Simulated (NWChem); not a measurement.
System: cyclopentadiene (C5H6); SMILES C1=CCC=C1

Excerpt of the output:

```
             Northwest Computational Chemistry Package (NWChem) 7.3.0
             --------------------------------------------------------

 C2V symmetry detected

                             Geometry "geometry" -> ""
                             -------------------------

 Output coordinates in angstroms (scale by  1.889725989 to convert to a.u.)

  No.       Tag          Charge          X              Y              Z
 ---- ---------------- ---------- -------------- -------------- --------------
    1 C                    6.0000     0.73520900     0.00000000    -0.99147539
    2 C                    6.0000     1.18148200     0.00000000     0.28174461
    3 C                    6.0000     0.00000000     0.00000000     1.21784361
    4 C                    6.0000    -1.18148200     0.00000000     0.28174461
    5 C                    6.0000    -0.73520900     0.00000000    -0.99147539
    6 H                    1.0000     1.34758600     0.00000000    -1.88746639
    7 H                    1.0000     2.21439000     0.00000000     0.61082261
    8 H                    1.0000     0.00000000     0.87852100     1.88149761
    9 H                    1.0000     0.00000000    -0.87852100     1.88149761
   10 H                    1.0000    -2.21439000     0.00000000     0.61082261
   11 H                    1.0000    -1.34758600     0.00000000    -1.88746639

 Effective nuclear repulsion energy (a.u.)     156.3726239539

      Symmetry information
      --------------------

 Group name             C2v
 Group number             16
 Group order               4
 No. of unique centers     6

                                 NWChem DFT Module
                                 -----------------

 Summary of "ao basis" -> "ao basis" (spherical)
 ------------------------------------------------------------------------------
       Tag                 Description            Shells   Functions and Types
 ---------------- ------------------------------  ------  ---------------------
 C                         def2-tzvp                11       31   5s3p2d1f
 H                         def2-tzvp                 4        6   3s1p

      Symmetry analysis of basis
      --------------------------

        a1         71
        a2         26
        b1         60
        b2         34

            General Information
            -------------------
          SCF calculation type: DFT
          Wavefunction type:  closed shell.
          No. of atoms     :    11
          No. of electrons :    36
           Alpha electrons :    18
            Beta electrons :    18
          Charge           :     0
          Spin multiplicity:     1
          Use of symmetry is: on ; symmetry adaption is: on
          Maximum number of iterations: 150
          AO basis - number of functions:   191
                     number of shells:    79
          Convergence on energy requested:  1.00D-06
          Convergence on density requested:  1.00D-05
          Convergence on gradient requested:  5.00D-04

              XC Information
              --------------
                     Hartree-Fock (Exact) Exchange  1.000
                   CAM-Becke88 Exchange Functional  1.000
                      VWN V Correlation Functional  0.190 local
              Lee-Yang-Parr Correlation Functional  0.810

           Range-Separation Parameters
           ---------------------------
           Alpha           :  0.19
           Beta            :  0.46
           Gamma           :  0.33
           Short-Range HF  :     F

             Grid Information
             ----------------
          Grid used for XC integration:  medium
          Radial quadrature: Mura-Knowles
          Angular quadrature: Lebedev.
          Tag              B.-S. Rad. Rad. Pts. Rad. Cut. Ang. Pts.
          ---              ---------- --------- --------- ---------
          C                   0.70       49          10.0       434
          H                   0.35       45          12.0       434
          Grid pruning is: on
          Number of quadrature shells:   282
          Spatial weights used:  Erf1

      Superposition of Atomic Density Guess
      -------------------------------------

 Sum of atomic energies:        -191.35549621

      Non-variational initial energy
      ------------------------------

 Total energy =    -194.917243
 1-e energy   =    -564.571922
 2-e energy   =     213.282056
 HOMO         =      -0.262534
 LUMO         =      -0.035167

      Symmetry analysis of molecular orbitals - initial
      -------------------------------------------------

  Numbering of irreducible representations:

     1 a1          2 a2          3 b1          4 b2

  Orbital symmetries:

     1 a1          2 a1          3 b1          4 b1          5 a1
     6 a1          7 b1          8 a1          9 a1         10 b1
    11 a1         12 b2         13 b1         14 a1         15 b1
    16 a1         17 b2         18 a2         19 b2         20 a2
    21 a1         22 a1         23 b1         24 a1         25 b1
    26 b2         27 a1         28 b1

     ---------------------------------------------
      Total Density - Mulliken Population Analysis
     ---------------------------------------------

[...]
```

Level: CAM-B3LYP/def2-TZVP. Structure relaxed at the B3LYP/6-31G* (spherical d) level.

Write an input that gives this output.

Several could match; the one computed here: the input that was run:
```
start job
memory heap 200 mb stack 900 mb global 1100 mb
geometry units angstroms noautoz
  C      0.735209     0.000000    -0.992130
  C      1.181482     0.000000     0.281090
  C      0.000000     0.000000     1.217189
  C     -1.181482     0.000000     0.281090
  C     -0.735209     0.000000    -0.992130
  H      1.347586     0.000000    -1.888121
  H      2.214390     0.000000     0.610168
  H      0.000000     0.878521     1.880843
  H      0.000000    -0.878521     1.880843
  H     -2.214390     0.000000     0.610168
  H     -1.347586     0.000000    -1.888121
end
basis spherical
  * library def2-tzvp
end
dft
  xc xcamb88 1.00 lyp 0.81 vwn_5 0.19 hfexch 1.00
  cam 0.33 cam_alpha 0.19 cam_beta 0.46
  iterations 150
  semidirect filesize 400000000
  mulliken
end
task dft energy
```
